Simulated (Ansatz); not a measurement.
C₂H₃Br (`C=CBr`). Charge 0, multiplicity 1.

```xyz
6

C    -0.4101    0.3725    0.5128
C     0.1896   -0.2046   -0.5101
Br    1.6903   -1.3248   -0.3327
H    -0.0758    0.2387    1.5338
H    -1.2714    1.0069    0.3357
H    -0.1226   -0.0888   -1.5394
```

Problem. What are the harmonic wavenumbers in cm⁻¹ at PBE0-D4/def2-TZVP (Ansatz, finite differences of forces, unscaled)? (An estimate is asked.)

Solution. Ansatz gave: 349, 607, 626, 940, 982, 1019, 1280, 1403, 1677, 3165, 3227, 3261.

Problem. Is this a minimum?

Solution. Yes, all 12 modes are real.

Problem. Give the ideal-gas thermochemistry at 298.15 K and 1 bar (rigid rotor, harmonic oscillator; point group Cs, symmetry number 1).

Solution. Zero-point energy 110.9 kJ/mol; H(298) − E = 122.9 kJ/mol; entropy 275.0 J/(mol·K), of which translation 167.1, rotation 97.9, vibration 9.9; G(298) − E = 40.9 kJ/mol.

Problem. And at 400, 500, 600, 800 and 1000 K?

Solution. 
| T (K) | H − E (kJ/mol) | S (J/mol/K) | G − E (kJ/mol) |
| --- | --- | --- | --- |
| 400 | 129.0 | 292.5 | 12.0 |
| 500 | 136.0 | 308.1 | -18.0 |
| 600 | 143.8 | 322.4 | -49.6 |
| 800 | 161.4 | 347.5 | -116.6 |
| 1000 | 180.8 | 369.1 | -188.3 |
